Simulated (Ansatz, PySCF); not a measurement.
CH4FGaO, SMILES [F][Ga]([OH])[CH3]. Atoms are numbered in the order given.

```xyz
8

Ga     0.0767    -0.0070    -0.0529
F     -0.9916    -1.3705    -0.3757
C      0.0056     1.6257    -1.0908
H      0.2017     1.4030    -2.1496
H      0.7523     2.3434    -0.7256
H     -0.9965     2.0722    -1.0148
O      1.1827    -0.3223     1.2998
H      1.0694    -1.1936     1.6948
```
Charge 0, spin multiplicity 1.

The structure is a stationary point at PBE0-D3(BJ)/def2-SVP. The structure was generated by enumeration; whether it is a known compound was not checked. The values are those of a single conformer.

Two levels are set side by side: PBE-D3(BJ)/def2-SVP (Ansatz, a first-principles code) and PBE0-D3(BJ)/def2-SVP (Ansatz). Each level has its own optimised geometry; the coordinates shown are those of the second. Frequencies come from the Hessian of PySCF at each geometry. Differences are taken from unrounded values.

| quantity | PBE0-D3(BJ) |
|---|---|
| mean bond length (Å) | 1.391 |
| bond Ga1–F2 (Å) | 1.762 |
| bond Ga1–C3 (Å) | 1.936 |
| bond Ga1–O7 (Å) | 1.775 |
| bond C3–H4 (Å) | 1.100 |
| bond C3–H5 (Å) | 1.098 |
| bond C3–H6 (Å) | 1.100 |
| bond O7–H8 (Å) | 0.963 |
| highest harmonic wavenumber (cm⁻¹) | 3908 |
| mean harmonic wavenumber (cm⁻¹) | 1262 |
| zero-point energy (kcal/mol) | 32.47 |

Problem. What does PBE-D3(BJ) give, and how far is it from PBE0-D3(BJ)? (Estimate from the structure and the level; the computed values follow.)

Solution. 
```json
[
 {"quantity": "mean bond length (Å)", "PBE-D3(BJ)": "1.403", "PBE-D3(BJ) minus PBE0-D3(BJ)": "0.013"},
 {"quantity": "bond Ga1–F2 (Å)", "PBE-D3(BJ)": "1.781", "PBE-D3(BJ) minus PBE0-D3(BJ)": "0.019"},
 {"quantity": "bond Ga1–C3 (Å)", "PBE-D3(BJ)": "1.950", "PBE-D3(BJ) minus PBE0-D3(BJ)": "0.014"},
 {"quantity": "bond Ga1–O7 (Å)", "PBE-D3(BJ)": "1.797", "PBE-D3(BJ) minus PBE0-D3(BJ)": "0.022"},
 {"quantity": "bond C3–H4 (Å)", "PBE-D3(BJ)": "1.107", "PBE-D3(BJ) minus PBE0-D3(BJ)": "0.008"},
 {"quantity": "bond C3–H5 (Å)", "PBE-D3(BJ)": "1.106", "PBE-D3(BJ) minus PBE0-D3(BJ)": "0.008"},
 {"quantity": "bond C3–H6 (Å)", "PBE-D3(BJ)": "1.107", "PBE-D3(BJ) minus PBE0-D3(BJ)": "0.008"},
 {"quantity": "bond O7–H8 (Å)", "PBE-D3(BJ)": "0.976", "PBE-D3(BJ) minus PBE0-D3(BJ)": "0.012"},
 {"quantity": "highest harmonic wavenumber (cm⁻¹)", "PBE-D3(BJ)": "3726", "PBE-D3(BJ) minus PBE0-D3(BJ)": "-182"},
 {"quantity": "mean harmonic wavenumber (cm⁻¹)", "PBE-D3(BJ)": "1220", "PBE-D3(BJ) minus PBE0-D3(BJ)": "-42"},
 {"quantity": "zero-point energy (kcal/mol)", "PBE-D3(BJ)": "31.40", "PBE-D3(BJ) minus PBE0-D3(BJ)": "-1.07"}
]
```

Exact exchange shortens and stiffens bonds; PBE has none. Differences between two approximate levels are no errors against the true value.
